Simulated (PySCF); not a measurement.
**Working out the ionisation energy of Br⁺**

Br⁺ [Ar] 3d10 4s2 4p4 (3P) → Br²⁺ [Ar] 3d10 4s2 4p3 (4S). Computed with PySCF 2.14 in aug-cc-pVQZ-PP with ECP10MDF (7s6p5d3f2g, 89 functions), with scalar relativity through the core potential. Frozen: 3s2 3p6 3d10. Energies in hartree (1 hartree = 27.21139 eV):

```json
{"part": "UHF", "Br⁺ (lower)": "-415.099691", "Br²⁺ (upper)": "-414.356263"}
{"part": "MP2 opposite-spin", "Br⁺ (lower)": "-0.091004", "Br²⁺ (upper)": "-0.063933"}
{"part": "MP2 same-spin", "Br⁺ (lower)": "-0.024851", "Br²⁺ (upper)": "-0.021880"}
```

What does Hartree-Fock give?

(-414.356263) − (-415.099691) = 0.743428 hartree = 20.230 eV.

What do MP2 and SCS-MP2 (6/5 opposite-spin, 1/3 same-spin) give?

The opposite-spin parts differ by 0.737 eV and the same-spin parts by 0.081 eV. MP2: 20.230 + (0.737) + (0.081) = 21.048 eV. SCS-MP2: 20.230 + 1.2 × (0.737) + (0.081)/3 = 21.141 eV.

Measured between the centres of the two terms (NIST): 21.409 eV, so MP2 (valence) is off by -0.361 eV.

What remains against the reference includes basis incompleteness, the frozen core and correlation beyond second order.
